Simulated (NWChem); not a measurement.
Basis-set dependence for arsenic trifluoride (AsF3)

```xyz
4

F      0.7389    -0.4892     1.2818
As     0.0009     0.3989     0.0000
F      0.7389    -0.4892    -1.2818
F     -1.4811    -0.4842     0.0000
```
Charge 0, spin multiplicity 1.

All runs are NWChem calculations. The geometry was optimised at PBE0/def2-SVP, a minimum by its harmonic frequencies.

Hartree-Fock energies in Ha, correlation energies in mHa.

The Hamiltonian is non-relativistic. The correlated methods keep 12 core orbitals frozen. The Pople sets run with spherical d functions. Coupled-cluster values serve here as a point of comparison, not as the truth.

| basis | functions | RHF | MP2 | SCS-MP2 | CCSD | CCSD+T(CCSD) | CCSD(T) | CR-CCSD[T] | CR-CCSD(T) |
|---|---|---|---|---|---|---|---|---|---|
| 6-31G* | 74 | -2532.27773 | -776.0 | -731.4 | -769.7 | -788.7 | -785.6 | -784.1 | -781.9 |
| def2-SVP | 74 | -2532.05019 | -787.9 | -747.7 | -787.7 | -806.1 | -803.6 | -801.8 | -799.9 |
| def2-TZVP | 141 | -2532.73305 | -1010.4 | -970.3 | not run | not run | not run | not run | not run |

From def2-SVP to def2-TZVP the Hartree-Fock energy moves by -682.9 mHa and the MP2 correlation energy by -222.5 mHa, which is 22 % of its value in the larger set.
